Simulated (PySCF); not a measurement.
C4H12AlF2NO.
SMILES with atom numbers: `[CH3:1][N+:2]([CH3:3])([AlH3-:4])[CH2:5][O:6][CH:7]([F:8])[F:9]` (hydrogens: H10, H11, H12 on C1; H13, H14, H15 on C3; H16, H17, H18 on Al4; H19, H20 on C5; H21 on C7)

All values: PBE0/pcSseg-1 (PySCF, non-relativistic), on one gas-phase PBE0-D3(BJ)/def2-SVP geometry that isn't relaxed in the solvent. The solvent is an IEF-PCM continuum (cavity from Bondi-type radii × 1.2). The model holds no explicit solvent molecules, cavitation or dispersion.

Gas phase at PBE0/pcSseg-1: HOMO -7.64 eV, LUMO 0.38 eV, dipole 3.03 D.

Problem. What does the continuum do to the energy, the frontier levels and the dipole at PBE0/pcSseg-1 in chloroform and dichloromethane?

Solution. 
```tsv
solvent	ε	E(solvent) − E(gas) (kcal/mol)	polarisation term (kcal/mol)	distortion of the solute (kcal/mol)	HOMO (eV)	LUMO (eV)	dipole (D)
chloroform	4.711	-7.37	-8.08	0.71	-7.88	0.42	3.47
dichloromethane	8.93	-8.74	-9.75	1.01	-7.93	0.41	3.55
```

The polarisation term is half the interaction of the solute with the surface charges that it induces; the rest is the cost of distorting the solute's density. The sum is the electrostatic part of solvation alone. From chloroform to dichloromethane the lowering changes by a factor 1.19, Onsager's factor (ε − 1)/(2ε + 1) by 1.18 and ε itself by 1.9.

Problem. Which radius a makes the point-dipole formula ΔE = −[(ε − 1)/(2ε + 1)]·μ²/a³ give the value in dichloromethane, with the gas-phase dipole?

Solution. μ = 1.191 au and |ΔE| = 0.01394 Eh give a = 1.85 Å; the farthest nucleus lies 3.87 Å from the centroid of the nuclei, so such a sphere wouldn't even hold the nuclei. The formula assumes a rigid point dipole at the centre of a sphere.

Problem. Which Mulliken charges (PBE0/pcSseg-1) respond most in chloroform (means over atoms taken as equivalent)?

Solution. 
```tsv
atoms	environment	gas (e)	solvent (e)	change
Al4	aluminium bonded to N and 3 H	+0.609	+0.691	+0.082
H16/H17/H18	Al–H hydrogen	-0.266	-0.306	-0.040
H21	methine hydrogen	+0.078	+0.103	+0.025
H19/H20	methylene hydrogen	+0.154	+0.165	+0.011
F8/F9	fluorine of a CF2 group	-0.276	-0.287	-0.011
O6	ether oxygen	-0.494	-0.502	-0.008
N2	nitrogen bonded to Al and 3 C	-0.787	-0.794	-0.007
H10 (×6)	methyl hydrogen	+0.150	+0.155	+0.005
C5	sp3 carbon bound to oxygen	+0.258	+0.263	+0.005
C7	CHF2 carbon	+0.680	+0.676	-0.004
C1/C3	N-methyl carbon	-0.102	-0.103	-0.001
```

Problem. Which Mayer bond orders change most in chloroform?

Solution. 
```
   bond  length (Å)    gas  solvent  change
 N2–Al4       2.097  0.330    0.357  +0.027
Al4–H16       1.607  0.867    0.854  -0.013
Al4–H17       1.604  0.873    0.860  -0.013
  C7–F8       1.328  1.032    1.021  -0.011
Al4–H18       1.609  0.859    0.849  -0.010
  C7–F9       1.349  0.973    0.964  -0.009
  N2–C5       1.449  0.926    0.920  -0.006
  C1–N2       1.473  0.887    0.883  -0.004
```

Problem. How do the nuclear quadrupole coupling constants eQVzz/h respond in chloroform?

Solution. 
```json
{"nucleus": "14N at N2", "Q (barn)": "0.02044", "gas (MHz)": "-4.08", "solvent (MHz)": "-3.88", "η gas": "0.09", "η solvent": "0.10"}
{"nucleus": "27Al at Al4", "Q (barn)": "0.1466", "gas (MHz)": "30.28", "solvent (MHz)": "28.11", "η gas": "0.04", "η solvent": "0.04"}
{"nucleus": "17O at O6", "Q (barn)": "-0.0256", "gas (MHz)": "-11.42", "solvent (MHz)": "-11.43", "η gas": "0.96", "η solvent": "0.96"}
```

Time: 41 s; peak memory 1.3 GiB. Hardware: an Arm Neoverse V1 with one thread, no GPU, shared host with 64 logical CPUs at a one-minute load of 21. This is the whole shielding run at PBE0/pcSseg-1 in dichloromethane, SCF included.

Shape of the structure used: `[CH3:1][N+:2]([CH3:3])([AlH3-:4])[CH2:5][O:6][CH:7]([F:8])[F:9]`: C1–N2–C5–O6 -61°, N2–C5–O6–C7 174°, C5–O6–C7–F8 -173°.
